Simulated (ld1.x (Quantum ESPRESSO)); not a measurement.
# Before and after: PAW potential for Pd

| Property | Result |
| --- | --- |
| Element | palladium (Pd) |
| Generator | ld1.x (Quantum ESPRESSO) 7.5 |
| Type | PAW |
| Functional | BLYP |
| Relativity | scalar-relativistic |
| Frozen core | [Ar] 3d10 |
| Valence charge | 18 |
| Reference configuration | 4s2 4p6 4d10 5s0 5p0 |
| Partial waves | 4s (bound): rcut 1.35, rcutus 1.45 bohr; 5s (bound, empty): rcut 1.35, rcutus 1.45 bohr; 4p (bound): rcut 1.40, rcutus 1.75 bohr; 5p (bound, empty): rcut 1.40, rcutus 1.75 bohr; 4d (bound): rcut 1.75, rcutus 2.10 bohr; 4d channel at 0.05 Ry: rcut 1.75, rcutus 2.10 bohr |
| Local potential | all-electron potential smoothed inside 1.60 bohr (lloc = -2) |
| Core correction | Bessel-smoothed model core, default radius (core density twice the valence density) |
| Augmentation charge | BESSEL, radius 1.20 bohr |

Change: waves 4s (bound): rcut 1.35, rcutus 1.54 bohr; 5s (bound): rcut 1.35, rcutus 1.54 bohr.

Cutoffs: the cutoffs (Ry, on a coarse ladder) from which the occupation-weighted sum of valence levels, in a spherical-Bessel basis at the reference potential, stays within 10 and 1 mRy of its value at 400 Ry; they do not see the model core or the augmentation charge, which bear on the density cutoff. Errors are all-electron minus pseudo energies relative to the spin-unpolarised reference configuration.

What does the change do?

The potential gets neither clearly harder nor softer (35 Ry and 55 Ry → 35 Ry and 55 Ry); of the 7 tests that both files solve, the error grows in 0 and shrinks in 2 by more than 15 % and 0.3 meV (median size 1.2 → 0.2 meV); neither file shows a bound ghost.

| quantity | base | changed |
| --- | --- | --- |
| cutoff, loose | 35 Ry | 35 Ry |
| cutoff, tight | 55 Ry | 55 Ry |
| loose cutoff by channel (10 mRy a level) | s 25 Ry, p 21 Ry, d 18 Ry | s 21 Ry, p 21 Ry, d 18 Ry |
| bound ghosts | none | none |
| error for 4s2 4p6 4d9 5s0 5p0, meV [ΔE 9.08 eV] | +0.2 | +0.2 |
| error for 4s2 4p6 4d8 5s0 5p0, meV [ΔE 29.82 eV] | +0.2 | -0.1 |
| error for 4s2 4p6 4d7 5s0 5p0, meV [ΔE 64.08 eV] | +1.2 | +0.1 |
| error for 4s2 4p5 4d10 5s0 5p0, meV [ΔE 57.12 eV] | -42 | -42 |
| error for 4s2 4p6 4d9.5 5s0 5p0, meV [ΔE 3.22 eV] | +0.1 | +0.1 |
| error for 4s2 4p6 4d6 5s0 5p0, meV [ΔE 113.28 eV] | +9.3 | +6.4 |
| error for 4s1 4p6 4d10 5s0 5p0, meV [ΔE 91.56 eV] | -49 | -49 |
| s: phases at 2.29 bohr within 0.05 rad from the reference energy up to (Ry; the scan ends near 5) | to the end of the scan | to the end of the scan |
| p: phases at 2.29 bohr within 0.05 rad from the reference energy up to (Ry; the scan ends near 5) | to the end of the scan | to the end of the scan |
| d: phases at 2.29 bohr within 0.05 rad from the reference energy up to (Ry; the scan ends near 5) | to the end of the scan | to the end of the scan |
| lowest overlap eigenvalue by channel | s 0.12, p 0.08, d 1.00 | s 0.10, p 0.08, d 1.00 |
